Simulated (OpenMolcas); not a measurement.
An OpenMolcas run meant for Sm4+ (ANO-RCC-VDZP, DKH2; inactive shells 1s 2s 2p 3s 3p 3d 4s 4p 4d 5s 5p; intended active space 4 electrons in 7 orbitals (4f)). One step of its input:

```
&CASPT2
Multistate=21 1 2 3 4 5 6 7 8 9 10 11 12 13 14 15 16 17 18 19 20 21
Frozen=14 9
IPEA=0.25
Shift=1.5
MaxIter=60
WThr=0.0 0.3 0.05
PrWF=0.5
NoMix
```

The run finished. Its levels beside those of a sound run (SS-CASPT2, IPEA 0.25 Eh, imaginary shift 0.1 Eh (closed shells correlated: 5s 5p)), in cm-1 above each run's lowest level:

| Level | This run | Usual run |
| --- | --- | --- |
| 4f4 5I4 | 0.0 | 0.0 |
| 4f4 5I5 | 1719 | 1719 |
| 4f4 5I6 | 3693 | 3692 |
| 4f4 5I7 | 5875 | 5872 |
| 4f4 5I8 | 8220 | 8213 |
| 4f4 5F1 | 17290 | 17059 |
| 4f4 5F2 | 17978 | 17747 |
| 4f4 5F3 | 19009 | 18778 |
| 4f4 5S2 | 20049 | 19821 |
| 4f4 5F4 | 20385 | 20154 |

Q: Which setting is unsound, and how much does it matter here?

A: The level shift is far above the usual 0.1 to 0.3 hartree and damps the second-order energy. Against the sound run the excited levels shown move by 130 cm-1 on average and by 230 cm-1 at most.

CASPT2 breaks the degeneracy within a term, and the mean is taken; among the terms shown or strongly mixed into the levels shown the widest spread is 260 cm-1 (4f4 5I, the sound run). High states are left out of the spin-orbit mixing, which shifts the levels that they would mix with. The basis is small and was not contracted for so high a charge. Levels of configurations outside the active space are missing.
